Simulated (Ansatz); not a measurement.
A nudged elastic band was laid between two geometries of BrH3Si + CH4 (10 atoms, charge 0, multiplicity 1).

These are results of RKS B3LYP/def2-SVP (Ansatz 0.2.0), not measurements.

```yaml
movable_images: 5
climbing_image: yes
spring: 5.0 eV/Å²
optimiser: quadratic models (default)
start_path: through a guess of the saddle point
force_threshold: 0.05 eV/Å
iteration_limit: 60
end_points: relaxed
```

First end point:

```xyz
10
Properties=species:S:1:pos:R:3
Si -2.226 -0.122 -1.001
Br -0.912 -1.816 -1.669
H -2.674 0.625 -2.206
H -1.433 0.762 -0.108
H -3.397 -0.679 -0.274
H 1.498 -0.344 0.371
C 2.128 0.246 1.051
H 2.197 1.280 0.685
H 3.134 -0.195 1.093
H 1.686 0.243 2.058
```

Last end point:

```xyz
10
Properties=species:S:1:pos:R:3
Si -1.284 0.836 0.041
Br 1.328 -2.909 -1.757
H -1.363 0.956 -1.445
H -1.972 2.020 0.640
H -2.030 -0.391 0.452
H 2.152 -3.448 -0.721
C 0.513 0.748 0.610
H 1.063 1.656 0.316
H 1.018 -0.120 0.158
H 0.575 0.652 1.706
```

Task: Which bonds break or form, and what moves?

Result: Bonds broken: Si1–Br2, H6–C7. Bonds formed: Si1–C7, Br2–H6. BrH3Si + CH4 becomes BrH + CH6Si.

Task: What energy profile does the band end with?

Result: The forces met the threshold. The highest image is number 3 of 0 to 6, 2.82 eV above the first end and 1.88 eV above the last; the last end lies 0.94 eV above the first. Neighbouring images differ by up to 1.9 eV, so the band resolves the path poorly. A vibrational analysis at the climbing image gives one clearly imaginary mode, 580i cm⁻¹: a first-order saddle point. The orbitals stay closed-shell, which can raise the energy where a bond breaks towards radicals; this wasn't checked here.

| image | path coordinate (Å) | energy (eV) | Si1–Br2 (Å) | H6–C7 (Å) | Si1–C7 (Å) |
| --- | --- | --- | --- | --- | --- |
| 0 | 0.00 | 0.00 | 2.25 | 1.10 | 4.83 |
| 1 | 1.46 | 0.04 | 2.25 | 1.10 | 3.94 |
| 2 | 2.92 | 0.93 | 2.32 | 1.09 | 3.06 |
| 3 | 4.39 | 2.82 | 2.84 | 1.25 | 2.19 |
| 4 | 5.86 | 1.11 | 3.70 | 2.41 | 1.90 |
| 5 | 7.34 | 0.96 | 4.28 | 3.63 | 1.89 |
| 6 | 8.81 | 0.94 | 4.91 | 4.70 | 1.89 |

Task: What is the geometry of the highest image?

Result: 
```xyz
10
Properties=species:S:1:pos:R:3
Si -1.048 0.229 -0.263
Br 0.009 -2.105 -1.483
H -1.145 0.652 -1.674
H -1.197 1.481 0.553
H -1.950 -0.765 0.351
H 0.547 -0.658 -0.255
C 0.990 0.195 0.537
H 1.233 1.202 0.176
H 1.907 -0.419 0.475
H 0.654 0.190 1.582
```

The run took 92 s on 2 threads of Arm Neoverse V1, on a shared host, peak memory 0.22 GiB.
